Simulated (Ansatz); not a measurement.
```xyz
10

C    -1.659   -0.263    1.546
In   -0.475   -1.270    0.072
C     0.932   -0.088   -0.939
C     1.744    0.621   -1.510
S     2.899    1.470   -2.374
H    -2.404    0.356    1.043
H    -1.024    0.393    2.144
H    -2.173   -0.968    2.199
H    -0.547   -2.923   -0.387
H     2.707    2.670   -1.793
```

Total charge 0; spin multiplicity 1. In: def2 effective core potential.

Problem. List the PBE0/def2-TZVPP orbital energies in eV (Ansatz 0.2.0). (Estimate.)

Solution. The calculation gave: Occupied: -2423.31, -278.66, -277.94, -277.89, -218.60, -162.46, -162.36, -162.23, -128.19, -84.72, -84.39, -84.34, -22.60, -21.45, -21.28, -21.17, -21.14, -21.11, -19.70, -18.86, -14.07, -12.24, -11.27, -11.20, -11.16, -9.59, -8.92, -8.24, -7.48, -6.69. Lowest empty: -1.58, -0.23, 0.14, 0.67, 1.49, 1.50, 1.63, 1.79.
